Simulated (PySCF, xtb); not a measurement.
Sn(H)(Cl)(NH2)2 (ClH5N2Sn), SMILES [NH2][SnH]([NH2])[Cl].

GFN2-xTB in xtb at its own geometry gives an orbital gap of 3.87 eV and a dipole moment of 2.08 D.

Geometry optimised at PBE0-D3(BJ)/def2-SVP. The structure was generated by enumeration; whether it is a known compound was not checked. The def2 effective core potentials stand for the cores of Sn; spin–orbit coupling is left out. The values are those of a single conformer.

Task: What does PBE0/def2-TZVP (PySCF) give? (An estimate is asked for; the answer gives what the named calculation found.)

Result: gap 6.87 eV (levels -7.69 and -0.81 eV), dipole 1.32 D.
